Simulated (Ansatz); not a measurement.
Geometry optimisation, Ansatz, RKS PBE/def2-SVP.

Input:

```yaml
crystal:
  periodic: [false, false, false]
  atoms:
    - { symbol: Zr, position_ang: [-0.786735, 0.373328, -0.409442] }
    - { symbol: Cl, position_ang: [0.144869, -1.325417, 2.765293] }
    - { symbol: F, position_ang: [0.996264, 0.849381, 0.046633] }
    - { symbol: Cl, position_ang: [-1.44086, 1.353002, -2.444461] }
    - { symbol: "N", position_ang: [-0.904759, -1.606875, -0.687007] }
    - { symbol: H, position_ang: [-1.548027, -2.106053, -1.318373] }
    - { symbol: H, position_ang: [-0.31652, -2.291374, -0.187018] }
    - { symbol: Br, position_ang: [-2.563305, 1.120618, 1.437749] }
    - { symbol: H, position_ang: [-0.958428, -0.57181, 2.892725] }
basis:
  gaussian: { orbitals: def2-SVP }
hamiltonian:
  xc: pbe
relax:
  f_tol: 0.03
  max_steps: 50
```

Launched with:

```bash
$ ansatz run input.yaml --threads 4 --pin off --max-ram 5120MiB --backend cpu --events-out ev --progress --plain --runs-dir out
```

**Question.** Where does it end, and by what steps?

**Answer.** It converged. The force dipped under the threshold on the way, but the program's further checks kept it going. After 8 steps the energy has fallen by 0.094 eV; H9 moved furthest, 0.23 Å.

```tsv
step	energy less start (eV)	largest force component (eV/Å)	accepted
0	0.0000	0.752	yes
1	-0.0445	0.652	yes
2	-0.0485	1.075	yes
3	-0.0614	0.711	yes
4	-0.0778	0.422	yes
5	-0.0931	0.029	yes
6	-0.0936	0.046	yes
7	-0.0942	0.031	yes
8	-0.0944	0.025	yes
```

```xyz
9
Properties=species:S:1:pos:R:3
Zr -0.767 0.355 -0.338
Cl 0.076 -1.263 2.636
F 1.017 0.882 0.076
Cl -1.504 1.319 -2.353
N -0.897 -1.623 -0.647
H -1.482 -2.102 -1.343
H -0.374 -2.319 -0.099
Br -2.429 1.072 1.486
H -1.017 -0.527 2.679
```

Whether the end is a true minimum wasn't checked by a vibrational analysis.

Time of the run: 19 s on 4 threads of Arm Neoverse V2 (shared host), peak memory 0.24 GiB.
